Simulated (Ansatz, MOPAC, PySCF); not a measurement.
Molecule: InCl₂, charge 1, multiplicity 1. SMILES of the parent species: [Cl][In][Cl]
Structure (B3LYP-D3(BJ)/def2-TZVP (Ansatz, a quantum-chemistry and plane-wave program) minimum search):
```
In
Cl 1 2.2242
Cl 1 2.2242 2 180.00
```
Charge +1, spin multiplicity 1.

Unscaled harmonic wavenumbers (cm⁻¹) in rising order, each level at the stationary point that it reaches from this structure (no distance between atoms moves by over 0.3 Å); the order of modes can differ between levels, and a negative number is imaginary. B3LYP-D3(BJ)/def2-TZVP (PySCF, at the structure above): 89, 89, 368, 484.

AM1 (MOPAC): 80, 80, 315, 396. Zero-point energy 1.2 against 1.5 kcal/mol.

PM3 (MOPAC): 68, 68, 293, 389. Zero-point energy 1.2 against 1.5 kcal/mol.

HF/3-21G (Ansatz): 76, 76, 364, 468. Zero-point energy 1.4 against 1.5 kcal/mol.

HF/6-31G* with LANL2DZ past Ar (Ansatz): 85, 85, 363, 462. Zero-point energy 1.4 against 1.5 kcal/mol.
